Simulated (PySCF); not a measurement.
All of these have the formula C7H7N. Method used: PySCF 2.14.0, density-fitted response routines, TDDFT PBE0/def2-SVPD, vertical, gas phase, core orbitals frozen in the response. Geometries: PBE0-D3(BJ)/def2-SVP; one conformer of each isolated species. Triplets are in the Tamm–Dancoff approximation.

A. `N#C[C@]12C[C@@H]3[C@H](C1)[C@@H]32`
B. `[C@H]12[C@H]([C@@H]1C=C)[C@@H]2C#N`
C. `C1[C@H]2C=CC[C@]21C#N`
D. `N(C1=C[C@@H]2[C@H]3[C@@H]2[C@H]31)=C`

Lowest singlet levels (six at most, fewer where fewer were computed) with oscillator strengths:

1. 197 nm (f 0.116); 185 nm (f 0.025); 182 nm (f 0.011); 178 nm (f 0.013); 176 nm (f 0.013); 170 nm (f 0.006); T1 4.04 eV
2. 301 nm (f 0.000); 269 nm (f 0.314); 213 nm (f 0.000); 205 nm (f 0.004); 200 nm (f 0.009); 194 nm (f 0.011)
3. 185 nm (f 0.001); 173 nm (f 0.001); 169 nm (f 0.004); 168 nm (f 0.007); 165 nm (f 0.020); 165 nm (f 0.003); T1 5.92 eV
4. 189 nm (f 0.003); 186 nm (f 0.387); 177 nm (f 0.018); 169 nm (f 0.015); 168 nm (f 0.010); 167 nm (f 0.022); T1 4.05 eV

Problem. Which spectrum belongs to which structure?

Solution. 1 = C, 2 = D, 3 = A, 4 = B.
- A: S1 at 6.71 eV, HOMO→LUMO (88%); Löwdin shares by element: HOMO carbon 69% or more (atoms not listed hold the other 31%); LUMO carbon 45% or more, nitrogen 27% (atoms not listed hold the other 28%); HOMO -7.94 and LUMO 0.18 eV; point group Cs.
- B: S1 at 6.55 eV, HOMO-1→LUMO (97%); Löwdin shares by element: HOMO carbon 80% or more (atoms not listed hold the other 20%); LUMO carbon 77% or more (atoms not listed hold the other 23%); HOMO -7.70 and LUMO -0.55 eV; point group Cs.
- C: S1 at 6.29 eV, HOMO→LUMO (88%); Löwdin shares by element: HOMO carbon 76% or more (atoms not listed hold the other 24%); LUMO carbon 72% or more (atoms not listed hold the other 28%); HOMO -7.40 and LUMO -0.36 eV.
- D: S1 at 4.12 eV, HOMO-1→LUMO (97%); Löwdin shares by element: HOMO carbon 62% or more, nitrogen 8% (atoms not listed hold the other 30%); LUMO carbon 58% or more, nitrogen 19% (atoms not listed hold the other 23%); HOMO -6.14 and LUMO -1.15 eV; point group Cs, 2 of its 6 listed states under f = 0.0005.
